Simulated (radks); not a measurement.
The numbers below are computed, except where a source is named.
Spin polarisation of the 3d8 shell in neutral nickel. Start: [Ar] 3d(up 4, down 4) 4s2; electrons of 3d are moved from spin down to spin up, other shells keep equal spins. Level of theory: non-relativistic Kohn-Sham, r2SCAN, spin-polarised, spherical densities, point nucleus; meta-GGA in the generalised Kohn-Sham scheme (a radial shooting solver on a logarithmic mesh with Libxc functionals).

moment (Bohr magnetons)  E - E(0) (eV)  e(3d up) (eV)  e(3d down) (eV)  4s down minus up (eV)  3p down minus up (eV)  3s down minus up (eV)
0                                0.000         -9.423           -9.423                 0.000                  0.000                  0.000
0.5                             -0.083         -9.748           -9.083                  0.077                  0.731                  0.735
1                               -0.332        -10.059           -8.729                  0.155                  1.462                  1.469
1.5                             -0.748        -10.354           -8.359                  0.234                  2.194                  2.204
2                               -1.330        -10.635           -7.974                  0.315                  2.925                  2.938

At moment 2 the spin-polarisation energy is -1.330 eV and the 3d exchange splitting 2.661 eV, that is 1.331 eV per Bohr magneton; E = -I m^2/4 would give I = 1.330 eV.
